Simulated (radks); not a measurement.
Ca3+, configuration [He] 2s2 2p5.5 3s2 3p5 4p0.5 (fractional occupations, a model configuration).

Method: scalar-relativistic Kohn-Sham, HCTH/407, spin-polarised, spherical densities, point nucleus; open shells are filled with parallel spins first; computed with a radial shooting solver on a logarithmic mesh with Libxc functionals.

Energy parts (hartree):
| part | energy |
|---|---|
| total | -671.46340 |
| kinetic | 675.92731 |
| electron-nucleus | -1566.60864 |
| Hartree | 253.74231 |
| exchange-correlation | -34.52438 |

Orbitals (lengths in bohr, moments of r in powers of bohr; <r^-3> diverges for s and p1/2; r(90%) holds 90 % of the orbital's charge):
orbital  occ.  eigenvalue (hartree)  <r^-3>   <1/r>  r(90%)
1s up       1             -147.5868       -   19.72   0.137
1s down     1             -147.5192       -   19.73   0.137
2s up       1             -17.39356       -   4.098   0.560
2s down     1             -17.28993       -   4.091   0.560
2p up       3             -14.56232   192.8   4.005   0.530
2p down   2.5             -14.43256   191.9   3.996   0.531
3s up       1              -3.22136       -   1.290    1.61
3s down     1              -3.14479       -   1.279    1.62
3p up       3              -2.48065   24.04   1.187    1.73
3p down     2              -2.40822   23.42   1.172    1.77
4p up     0.5              -0.78108   3.721  0.4225    4.51
4p down     0              -0.66358   7.050  0.5618    3.32

The highest occupied level is 4p up at -21.254 eV. Summed over all electrons, <r^2> = 16.99 bohr^2, which gives a Langevin (diamagnetic) susceptibility term of -13.5 x 10^-6 cm^3/mol. The density falls to 0.001 e/bohr^3 at r = 3.61 bohr. Spin moment in Bohr magnetons: 2.
